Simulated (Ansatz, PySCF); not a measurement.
Gas-phase reaction in SMILES: COC(F)(F)F [trifluoro(methoxy)methane] + 5 [H][H] (H2) -> 2 C (CH4) + 3 F (HF) + O (H2O)
Each molecule is optimised on its own at B3LYP-D3(BJ)/def2-TZVP (Ansatz, an electronic-structure program), one conformer each, not searched for the lowest.

Wanted: energy of full hydrogenation (enthalpy at 298 K, with B3LYP-D3(BJ) rigid-rotor harmonic-oscillator terms from PySCF), in kJ/mol. Cores are frozen in the correlated levels unless marked. Spin-orbit coupling is left out. No relativistic terms. Basis-set limits of correlation are two-point, X^-3; Hartree-Fock from the larger set. The bracket is a focal-point correction in the basis named.

RI-MP2/CBS(cc-pVTZ,cc-pVQZ)+[CCSD(T)-MP2]/cc-pVTZ (Ansatz) gives -322.9 kJ/mol.

Problem. Another calculation gave -303.9 kJ/mol. Which level was it?
A. r2SCAN/def2-TZVPD (Ansatz)
B. TPSSh/def2-TZVPD (PySCF)
C. B2GP-PLYP/def2-TZVPD (Ansatz)
D. r2SCAN0/def2-TZVPD (Ansatz)

Solution. C, B2GP-PLYP/def2-TZVPD (Ansatz). The others give -264.0 (r2SCAN), -286.3 (r2SCAN0), -246.6 (TPSSh) kJ/mol.
